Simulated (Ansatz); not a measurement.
Input for Ansatz (a first-principles code): U-BLYP/def2-TZVPPD on OH (SMILES [OH]). The basis file is the Basis Set Exchange's JSON of that set.

Ansatz 0.2 input:
```yaml
crystal:
  periodic: [false, false, false]
  atoms:
    - {symbol: O, position_ang: [-0.00000000, 0.00000000, 0.48836343]}
    - {symbol: H, position_ang: [0.00000000, -0.00000000, -0.48836343]}
basis:
  gaussian:
    orbitals: def2-TZVPPD.json
hamiltonian:
  xc: {name: BLYP}
magnetization: {spin_polarized: true, initial_magnetization: 1}
```

What total energy does the run end on?

-75.7587 hartree.
